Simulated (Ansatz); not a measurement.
Li4S⁺. The state is a doublet with charge 1. Geometry B3LYP-D4/def2-TZVP, that of the neutral singlet; atoms count from 1.

Cartesian coordinates in Å:
```
Li -0.574 -0.200 3.271
Li -1.104 0.842 0.463
Li 0.858 -0.861 0.672
Li 0.650 0.103 -3.219
S 0.171 0.117 -1.187
```

The structure comes from a short search, and lower isomers may exist.

Problem. Estimate the Mulliken populations from the PBE0/def2-TZVP orbitals of Ansatz.

Solution. 
```csv
atom,charge (e),spin (α − β)
Li1,0.30,0.70
Li2,0.59,0.14
Li3,0.58,0.14
Li4,0.79,0.01
S5,-1.26,0.01
```
Mulliken values depend strongly on the basis.

Problem. Where does the spin sit?

Solution. Summed by element: Li 0.99, S 0.01, of 1 unpaired in all. Largest on single atoms: Li1 0.70, Li2 0.14, Li3 0.14.

Problem. And the Mayer bond orders between heavy atoms (over 0.3)?

Solution. Li2–S5 0.44 (2.21 Å); Li3–S5 0.46 (2.21 Å); Li4–S5 0.39 (2.09 Å).
